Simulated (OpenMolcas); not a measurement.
## Lines of Pr3+: computed and rescaled rates

```json
{
  "Program": "OpenMolcas",
  "Method": "SS-CASPT2, IPEA 0.25 Eh, imaginary shift 0.1 Eh (closed shells correlated: 5s 5p)",
  "Basis": "ANO-RCC-VQZP [9s8p6d4f3g2h]",
  "Scalar Hamiltonian": "DKH2, point nucleus",
  "Active space": "2 electrons in 14 orbitals (4f 5f)",
  "State averaging": "2S+1 = 3 even, 21 roots; 2S+1 = 1 even, 27 roots",
  "Spin-orbit coupling": "RASSI with atomic mean-field integrals over the reference wave functions, term energies averaged over their components"
}
```

Rates come from the transition moments of the reference wave functions (E1 and E2 in the length form). At fixed line strength A goes as λ^-3 for E1 and M1 and as λ^-5 for E2, so a rate at the computed wavelength can be rescaled to the measured one. Measured vacuum wavelengths follow from level energies in Martin, Zalubas and Hagan, Atomic Energy Levels: The Rare-Earth Elements, NSRDS-NBS 60 (1978). Branching counts decays inside the model space alone, at computed energies, and the table is only a selection of the E2 and M1 lines, drawn from those between levels with measured partners whose computed energy lies within a factor of 1.5 of the measured one.

```
         Upper           Lower  Type  λ computed (nm)  λ measured (nm)  A computed (s-1)  A rescaled (s-1)  Branching %
       4f2 1D2         4f2 3F3    M1            822.5            915.8          1.30e+00                           57.1
       4f2 1D2         4f2 3F2    M1            731.8            810.5          9.61e-01                           42.4
       4f2 3P2         4f2 1D2    M1             1470             1716          7.87e-01                           70.9
       4f2 1I6         4f2 3H6    M1            486.3            561.1          6.35e-01                           49.5
       4f2 1I6         4f2 3H5    M1            435.2            498.5          6.34e-01                           49.5
4f2 1G4 [57 %]         4f2 3F3    M1             2892             2852          3.49e-01                           35.3
       4f2 3H5         4f2 3H4    M1             4321             4647          3.19e-01          2.56e-01        100.0
       4f2 3H6         4f2 3H5    M1             4141             4470          3.17e-01          2.52e-01        100.0
4f2 1G4 [57 %]  4f2 3F4 [58 %]    M1             3211             3261          2.60e-01                           26.3
       4f2 3P1         4f2 1D2    M1             1796             2140          2.51e-01                           55.5
4f2 3F4 [58 %]         4f2 3H4    M1             1389             1459          2.17e-01                           75.6
       4f2 3P0         4f2 3F2    E2            530.9              610          2.11e-01          1.05e-01        100.0
4f2 1G4 [57 %]         4f2 3H5    M1             1250             1287          2.09e-01                           21.1
4f2 1G4 [57 %]         4f2 3H4    M1            969.5             1008          1.71e-01                           17.3
       4f2 3P2         4f2 3F3    M1            527.4            597.2          1.51e-01                           13.6
       4f2 3P1         4f2 3F3    E2            564.2            641.3          1.04e-01          5.48e-02         22.8
       4f2 3F3         4f2 3F2    M1             6633             7049          8.66e-02          7.22e-02         91.0
       4f2 3P1         4f2 3F2    E2            519.9            587.9          7.38e-02          3.99e-02         16.3
4f2 3F4 [58 %]         4f2 3H5    M1             2047             2126          6.96e-02                           24.3
       4f2 3P2  4f2 3F4 [58 %]    E2            537.2            613.3          5.37e-02          2.77e-02          4.8
       4f2 3P2         4f2 3F3    E2            527.4            597.2          4.01e-02          2.15e-02          3.6
       4f2 3P2  4f2 1G4 [57 %]    E2            645.1            755.3          3.92e-02                            3.5
       4f2 3P1         4f2 3F2    M1            519.9            587.9          2.33e-02                            5.1
       4f2 3F3         4f2 3H4    M1             1459             1559          8.49e-03                            8.9
       4f2 3F2         4f2 3H4    E2             1870             2001          1.33e-04          9.48e-05        100.0
```

Spin-changing lines and M1 lines between different terms are not rescaled, since their strength hangs on the term gaps too.

The largest correction is for 4f2 3P0 → 4f2 3F2 (E2): 2.11e-01 × (530.9 / 610)^5 = 1.05e-01 s-1, a factor of 0.50.

The computed rate and branching of 4f2 3F2 → 4f2 3H4 give the upper level a radiative lifetime of 1.000 / 1.33e-04 s-1 = 7.52e+03 s, counting decays inside the model space alone. The rescaled rate gives about 1.1e+04 s.

These are rates of the free ion; in crystals, glasses and complexes forced electric-dipole and non-radiative decay shorten such lifetimes by orders of magnitude. No measured rate stands beside these. Rescaling mends the energy factor alone: line strengths can still be far off where a level mixes with configurations outside the active space, and weak or spin-changing lines hang on small mixing coefficients that depend on the term gaps too, so rescaling need not improve them.

CASPT2 does not keep the components of a term degenerate, so their means are used; among the terms shown or strongly mixed into the levels shown the widest spread is 940 cm-1 (4f2 1I). Active for correlation alone: 5f; no level in the range computed is led by a configuration that fills it, so any true level of that kind is missing. The CASPT2 spread within a term exceeds the gap to the next term for 4f2 3P and 4f2 1I, so the order of their levels is uncertain. Measured partners are found by configuration, term and J. A level has none where our copy of the source lacks it or the pairing is in doubt (some pairs that miss far off the trend of their configuration count as doubtful). Levels of configurations outside the active space are missing.

A share in square brackets marks a mixed level and gives the weight of the term that names it.
